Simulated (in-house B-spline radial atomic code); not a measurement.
**The oxygen ion O⁶⁺: 1s2**

Level of theory: non-relativistic TPSS, spin-polarised, spherical fractional occupations, point nucleus; calculated with a B-spline radial code for spherical atoms.

Effective charges: Z_r = [3n² - l(l+1)]/(2<r>) from the radius, Z_e = n√(-2ε) from the energy, and Slater's rules. Values are occupation-weighted means over spin.

| shell | electrons | ε (eV) | <r> (bohr) | Z_r | Z_e | Slater |
| --- | --- | --- | --- | --- | --- | --- |
| 1s | 2 | -695.41 | 0.197 | 7.61 | 7.15 | 7.70 |

The least bound orbital is 1s at -695.4 eV, and it is also the most diffuse (<r> = 0.197 bohr).

The density falls to 0.001 bohr⁻³ at 0.8376 bohr; Σ<r²> = 0.10436 bohr² gives, by the non-relativistic formula and without the paramagnetism of open shells, a Langevin diamagnetic susceptibility of -0.08265×10⁻⁶ cm³/mol.
